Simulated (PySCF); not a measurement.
This PySCF input asks for the NMR shieldings of C6H16BNO; the geometry comes from PBE0-D3(BJ)/def2-SVP.

```python
import basis_set_exchange as bse
import numpy as np
from pyscf import gto, scf
from pyscf.prop import nmr

atoms = """
C     2.157093   -0.474943    1.678857
N     2.340580   -0.399992    0.247195
C     2.872811    0.872127   -0.191486
B     2.022707   -1.438999   -0.618480
O    -0.162056    1.898456    0.789318
C    -1.093337    1.968460    1.842273
C    -1.841576    0.622003    1.843094
C    -1.501783    0.024995    0.464259
C    -0.799164    1.182391   -0.242212
H     3.114461   -0.324440    2.209257
H     1.457482    0.308722    2.013983
H     1.756920   -1.458266    1.955994
H     2.206392    1.694596    0.118221
H     2.970679    0.879681   -1.284262
H     3.869246    1.054635    0.249356
H     1.572990   -2.467294   -0.163496
H     2.193297   -1.289070   -1.807759
H    -0.546596    2.176940    2.773496
H    -1.800382    2.804399    1.669647
H    -1.497456   -0.031941    2.657191
H    -2.922789    0.768625    1.981437
H    -2.385422   -0.330682   -0.084409
H    -0.808701   -0.823052    0.564534
H    -0.038419    0.867723   -0.969614
H    -1.534059    1.830899   -0.762722
"""
names = dict.fromkeys(["C", "N", "B", "O", "H"], "pcSseg-1")
basis = {el: gto.basis.parse(bse.get_basis(n, elements=[el], fmt="nwchem")) for el, n in names.items()}
mol = gto.M(atom=atoms, basis=basis, charge=0, verbose=0)
mf = scf.RHF(mol)
mf.conv_tol = 1e-9
mf.kernel()

calc = nmr.RHF(mf)   # GIAO
C = mf.mo_coeff
Co = C[:, mf.mo_occ > 0]
resp = mf.gen_response(singlet=True, hermi=2)
def vind(x):   # induced exchange potential for any number of trial vectors
    d = np.einsum("pi,xij,qj->xpq", C, 2 * x.reshape(-1, C.shape[1], Co.shape[1]), Co, optimize=True)
    return np.einsum("xpq,pi,qj->xij", resp(d - d.transpose(0, 2, 1)), C, Co, optimize=True).ravel()
mo1, _ = nmr.rhf.solve_mo1(calc, with_cphf=vind)
sigma = calc.kernel(mo1)
for i, s in enumerate(sigma):   # ppm
    print("%2d %-2s %9.2f" % (i, mol.atom_pure_symbol(i), np.trace(s) / 3))
```

Task: What are the results?

Result: 
```
 0 C     149.87
 1 N     148.76
 2 C     150.53
 3 B      73.22
 4 O     298.53
 5 C     130.64
 6 C     168.28
 7 C     167.77
 8 C     129.53
 9 H      29.26
10 H      28.95
11 H      28.75
12 H      28.47
13 H      28.69
14 H      29.25
15 H      27.28
16 H      27.29
17 H      28.04
18 H      28.68
19 H      30.09
20 H      30.26
21 H      30.34
22 H      30.24
23 H      28.18
24 H      28.97
```

These numbers come from an equivalent density-fitted implementation of the same equations, which agrees with the script to about 0.01 ppm for H and up to a few tenths of a ppm for heavy atoms, so last digits may differ.

Size and cost of the density-fitted run: 233 basis functions, 49 s wall time on 1 thread of an Arm Neoverse N1, shared host; peak memory 1.1 GiB.
